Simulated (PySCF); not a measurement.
Core binding energy against partial charge

Species: C4H12OSi2.
Cartesian coordinates in Å at the PBE0-D3(BJ)/def2-SVP level; atoms count from 1:
```xyz
19
C4H12OSi2 angstrom
C      3.1284    0.6950   -0.6453
C      2.0220   -0.3224   -0.4953
O      0.9308    0.2669    0.1695
Si    -0.4574   -0.5382    0.6152
C     -1.5848   -0.9849   -0.8465
Si    -2.8132    0.3172   -0.1892
C     -1.7047    0.6903    1.3170
H      3.4563    1.0529    0.3420
H      2.7755    1.5627   -1.2221
H      3.9940    0.2572   -1.1650
H      1.7105   -0.6943   -1.4910
H      2.3889   -1.2013    0.0707
H     -0.1105   -1.7031    1.4934
H     -1.9653   -2.0185   -0.8426
H     -1.1702   -0.7746   -1.8448
H     -2.9913    1.4884   -1.1015
H     -4.1586   -0.2348    0.1615
H     -2.1324    0.4120    2.2926
H     -1.3293    1.7228    1.3833
```

Binding energies: delta-SCF UKS SCAN, pcX-2 on the ionised atom, pcseg-1 elsewhere, spin-free X2C (PySCF 2.14.0). Charges: PBE0/pcSseg-1 ground-state density, for the ionised atom.

```csv
atom,environment,C 1s (eV),Mulliken (e),IAO (e),Hirshfeld (e),ESP (e)
C5,sp3 carbon bound to silicon,289.36,-0.852,-0.873,-0.265,-0.766
C1,methyl carbon,290.64,-0.286,-0.413,-0.120,-0.357
C2,sp3 carbon bound to oxygen,292.17,+0.022,-0.032,+0.010,+0.437
```

Task: How well does each charge scheme correlate with the binding energies over these sites?

Result: Hirshfeld: r = 1.00, slope 10.2 eV per e; IAO: r = 0.99, slope 3.3 eV per e; ESP: r = 0.99, slope 2.3 eV per e; Mulliken: r = 0.98, slope 3.1 eV per e. On 3 points no scheme stands out.

Task: The point-charge model writes a binding energy as kq + V + constant, with V the potential of the other atoms' charges at the site. What does it give with the ESP charges?

Result: V = Σ 14.40 eV Å × q/r over all other atoms: +10.01 eV at C5, +5.16 eV at C1, -6.24 eV at C2. Fitting binding energy − V to q gives k = 15.9 eV per e and leaves an rms residual of 0.16 eV, against 0.15 eV for the fit on q alone. The model has no term for differences in relaxation between sites.

Isolated species at its PBE0-D3(BJ)/def2-SVP geometry (one conformer only).
